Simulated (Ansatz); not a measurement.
Species: TiO2, net charge 0, triplet state. The spin state was set by rule; other spins were not relaxed. 
Geometry from a B3LYP-D3(BJ)/def2-TZVP (Ansatz, an electronic-structure program) optimisation:
```xyz
3

Ti     0.0930     0.0661     0.1234
O      1.1283     0.1471    -1.2442
O     -1.3842    -0.3288     0.9048
```
Charge 0, spin multiplicity 3.

Total electronic energies in hartree. Correlated levels leave the core frozen unless marked. Open shells are spin-unrestricted. No spin-orbit coupling. The frozen core is the preceding noble-gas configuration, with the filled d and f shells of earlier blocks. Non-relativistic. CBS marks a two-point X^-3 extrapolation of the correlation energy; Hartree-Fock from the larger set. [CCSD(T)-MP2]/basis is that difference in the basis named.

The UHF reference is spin-contaminated (<S^2> 0.34 over the pure value in the largest basis). The Hartree-Fock reference is unstable (checked in the largest basis), which strains HF and MP2. The T1 diagnostic of CCSD in the largest basis is 0.075, which is high, so the coupled-cluster rows are less sure than usual.

```json
[
 {"level": "PBE-D4/def2-TZVPD", "program": "Ansatz + dftd4", "energy (Eh)": "-999.58707"},
 {"level": "BLYP-D3(BJ)/def2-TZVPD", "program": "Ansatz + dftd3", "energy (Eh)": "-999.98519"},
 {"level": "revPBE-D4/def2-TZVPD", "program": "Ansatz + dftd4", "energy (Eh)": "?"},
 {"level": "r2SCAN/def2-TZVPD", "program": "Ansatz", "energy (Eh)": "?"},
 {"level": "B3LYP-D4/def2-TZVPD", "program": "Ansatz + dftd4", "energy (Eh)": "-999.95938"},
 {"level": "PBE0-D3(BJ)/def2-TZVP", "program": "Ansatz + dftd3", "energy (Eh)": "-999.57064"},
 {"level": "PBE0-D3(BJ)/def2-TZVPD", "program": "Ansatz + dftd3", "energy (Eh)": "-999.57318"},
 {"level": "CAM-B3LYP-D4/def2-TZVPD", "program": "Ansatz + dftd4", "energy (Eh)": "-999.91709"},
 {"level": "LC-wPBE-D4/def2-TZVPD", "program": "Ansatz + dftd4", "energy (Eh)": "-999.64868"},
 {"level": "B2GP-PLYP-D4/def2-TZVPD", "program": "Ansatz + dftd4", "energy (Eh)": "-999.47240"},
 {"level": "MP2/def2-SVP", "program": "Ansatz", "energy (Eh)": "-998.30140"},
 {"level": "SCS-MP2/6-31G", "program": "Ansatz", "energy (Eh)": "-998.29594"},
 {"level": "CCSD/6-31G", "program": "Ansatz", "energy (Eh)": "-998.30956"},
 {"level": "CCSD/6-31G*", "program": "Ansatz", "energy (Eh)": "-998.47833"},
 {"level": "RI-MP2/CBS(def2-TZVPPD,def2-QZVPPD)+[CCSD(T)-MP2]/def2-SVPD", "program": "Ansatz", "energy (Eh)": "-998.8526"}
]
```

Q: What belongs in the gaps?

A: 
- revPBE-D4/def2-TZVPD, energy (Eh): -999.82091
- r2SCAN/def2-TZVPD, energy (Eh): -999.84698
